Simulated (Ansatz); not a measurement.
One change: `[CH3][In]([F])[c]1ccccc1` becomes `[Li][c]1ccccc1`.

Ansatz, PBE0-D4/def2-TZVP geometries, multiplicity 1. Each molecule was computed in one conformer, which needn't be the lowest.

Elements past krypton have def2 core potentials.

```csv
property,`[CH3][In]([F])[c]1ccccc1`
HOMO energy (PBE0/def2-TZVPP) / eV,-7.46
HOMO–LUMO gap (PBE/def2-TZVPP) / eV,4.36
LUMO energy (ωB97M-V/def2-TZVPP) / eV,0.19
size of the dipole moment (B3LYP/def2-TZVPP) / D,3.57
HOMO–LUMO gap (B3LYP/def2-TZVPP) / eV,5.62
LUMO energy (PBE0/def2-TZVPP) / eV,-1.38
```

(1) What does the change do to each property? (Estimate.)

## Answers

(1) The calculation gave: 
| property | `[Li][c]1ccccc1` | shift |
| --- | --- | --- |
| HOMO energy (PBE0/def2-TZVPP) / eV | -5.51 | 1.95 |
| HOMO–LUMO gap (PBE/def2-TZVPP) / eV | 2.57 | -1.79 |
| LUMO energy (ωB97M-V/def2-TZVPP) / eV | -0.66 | -0.85 |
| size of the dipole moment (B3LYP/def2-TZVPP) / D | 6.60 | 3.03 |
| HOMO–LUMO gap (B3LYP/def2-TZVPP) / eV | 3.86 | -1.76 |
| LUMO energy (PBE0/def2-TZVPP) / eV | -1.17 | 0.21 |

With PBE0 the HOMO rises by 1.95 eV and the LUMO rises by 0.21 eV, so the gap narrows by about 1.74 eV. PBE moves the HOMO by 2.23 eV and ωB97M-V by 1.72 eV. Dipoles are sizes alone; their direction can turn.

B3LYP here is the variant with VWN-RPA as its local correlation; programs differ in this.
